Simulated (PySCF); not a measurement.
Mayer bond orders and bond lengths

Species: C₆H₁₃OP.
SMILES with atom numbers: `[CH3:1][CH2:2][C@@H:3]1[CH2:4][P@H:5](=[O:6])[C@H:7]1[CH3:8]` (hydrogens: H9, H10, H11 on C1; H12, H13 on C2; H14 on C3; H15, H16 on C4; H17 on P5; H18 on C7; H19, H20, H21 on C8)

Cartesian coordinates in Å at the GFN2-xTB level; atoms count from 1:
```xyz
21
C6H13OP angstrom
C      2.4829   -0.4631    0.9752
C      1.4013    0.5003    0.4991
C      0.1035   -0.2188    0.1599
C      0.1648   -1.1612   -1.0642
P     -1.5239   -0.6185   -1.5570
O     -1.8914   -0.3402   -2.9455
C     -1.0427    0.6937   -0.3436
C     -2.0331    1.1988    0.6857
H      3.3892    0.0813    1.2289
H      2.7227   -1.1849    0.1980
H      2.1496   -1.0060    1.8572
H      1.7564    1.0391   -0.3827
H      1.2025    1.2373    1.2812
H     -0.2371   -0.7781    1.0350
H      0.8809   -0.8111   -1.8106
H      0.3538   -2.2104   -0.8526
H     -2.4148   -1.4516   -0.8783
H     -0.6267    1.5312   -0.9158
H     -2.4687    0.3689    1.2390
H     -1.5405    1.8644    1.3928
H     -2.8376    1.7460    0.1979
```

Bond orders from the PBE0/pcSseg-1 density (PySCF). The structure is a single GFN2-xTB conformer in the gas phase; no vibrational or solvent corrections.

Question: Where do the orders between heavy atoms depart from those drawn in the SMILES?

Answer: The largest departure is 0.132, at P5–C7 (drawn single, 0.868). Drawn single, order below 0.88: P5–C7 (0.868).

Question: Set the Mayer orders of the bonds beside their lengths.

Answer: 
| bond | drawn as | length (Å) | Mayer order |
| --- | --- | --- | --- |
| C1–C2 | single | 1.525 | 1.063 |
| C2–C3 | single | 1.522 | 1.006 |
| C3–C4 | single | 1.546 | 0.977 |
| C4–P5 | single | 1.841 | 0.908 |
| P5–O6 | double | 1.463 | 1.888 |
| P5–C7 | single | 1.851 | 0.868 |
| C7–C8 | single | 1.515 | 1.039 |
| C7–C3 | single | 1.549 | 0.922 |
| C1–H9 | single | 1.087 | 0.968 |
| C1–H10 | single | 1.087 | 0.964 |
| C1–H11 | single | 1.088 | 0.965 |
| C2–H12 | single | 1.093 | 0.946 |
| C2–H13 | single | 1.093 | 0.949 |
| C3–H14 | single | 1.093 | 0.934 |
| C4–H15 | single | 1.092 | 0.930 |
| C4–H16 | single | 1.087 | 0.944 |
| P5–H17 | single | 1.396 | 0.875 |
| C7–H18 | single | 1.096 | 0.921 |
| C8–H19 | single | 1.088 | 0.963 |
| C8–H20 | single | 1.089 | 0.959 |
| C8–H21 | single | 1.088 | 0.961 |

Bonds between the same two heavy elements. C–C: lowest C7–C3 (0.922, 1.549 Å), highest C1–C2 (1.063, 1.525 Å); in 1 of the 10 pairs the longer bond (by over 0.003 Å) has the higher order (by 0.02 or more). C–P: lowest P5–C7 (0.868, 1.851 Å), highest C4–P5 (0.908, 1.841 Å).

Question: Sum the orders of all bonds at each heavy atom with more than one neighbour and set the sums beside the valence in the SMILES.

Answer: C1 3.960 (drawn 4), C2 3.964 (drawn 4), C3 3.839 (drawn 4), C4 3.759 (drawn 4), P5 4.539 (drawn 5), C7 3.750 (drawn 4), C8 3.922 (drawn 4). Orders between atoms that aren't bonded are not in these sums.

For a closed shell the Mayer order of atoms A and B is Σ (PS)μν (PS)νμ over the basis functions μ on A and ν on B, with P the density and S the overlap matrix.

These values come from a run that also computed NMR shieldings. Rough CPU time on one thread of a shared machine: about 1.7 min.
